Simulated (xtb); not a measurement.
Input for xtb: GFN1-xTB on H4P2 (SMILES PP), a point of a torsion scan.

```
$ xtb mol.xyz --gfn 1 --sp --chrg 0 --uhf 0
6

P     -1.04921187    -0.29479425    -0.55808287
P      1.06038974     0.23562357    -0.58961384
H     -1.47347111     0.99854121    -0.26551587
H     -1.12758444    -0.65223796     0.78825289
H      1.46546745    -0.93240607     0.05125699
H      1.09175300     0.93843124     0.61516663
```

The head of its log:

```
[...]
           -------------------------------------------------
          |                Calculation Setup                |
           -------------------------------------------------



           -------------------------------------------------
          |                 G F N 1 - x T B                 |
           -------------------------------------------------

        Reference                      10.1021/acs.jctc.7b00118
      * Hamiltonian:
        H0-scaling (s, p, d)           1.850000    2.250000    2.000000
        zeta-weighting                 0.000000
      * Dispersion:
        s8                             2.400000
        a1                             0.630000
        a2                             5.000000
        s9                             0.000000
      * Repulsion:
        kExp                           1.500000
        rExp                           1.000000
      * Coulomb:
        alpha                          2.000000
        third order                    atomic
        anisotropic                    false
      * Halogen bond correction:
        rad-scale                      1.300000
        damping                        0.440000


          ...................................................
          :                      SETUP                      :
          :.................................................:
          :  # basis functions                  28          :
          :  # atomic orbitals                  26          :
          :  # shells                           14          :
          :  # electrons                        14          :
          :  # halogen bonds                     0          :
          :  max. iterations                   250          :
          :  Hamiltonian                  GFN1-xTB          :
          :  restarted?                      false          :
          :  GBSA solvation                  false          :
          :  PC potential                    false          :
          :  electronic temp.          300.0000000     K    :
          :  accuracy                    1.0000000          :
          :  -> integral cutoff          0.2500000E+02      :
          :  -> integral neglect         0.1000000E-07      :
          :  -> SCF convergence          0.1000000E-05 Eh   :
          :  -> wf. convergence          0.2000000E-04 e    :
          :  Broyden damping             0.4000000          :
          :  net charge                          0          :
          :  unpaired electrons                  0          :
          ...................................................

 iter      E             dE          RMSdq      gap      omega  full diag
   1     -7.4303633 -0.743036E+01  0.245E+00    5.50       0.0  T
   2     -7.4653848 -0.350215E-01  0.131E+00    5.45       1.0  T
```

### Question
Give the final energy of this run.

### Answer
-7.4235 hartree.
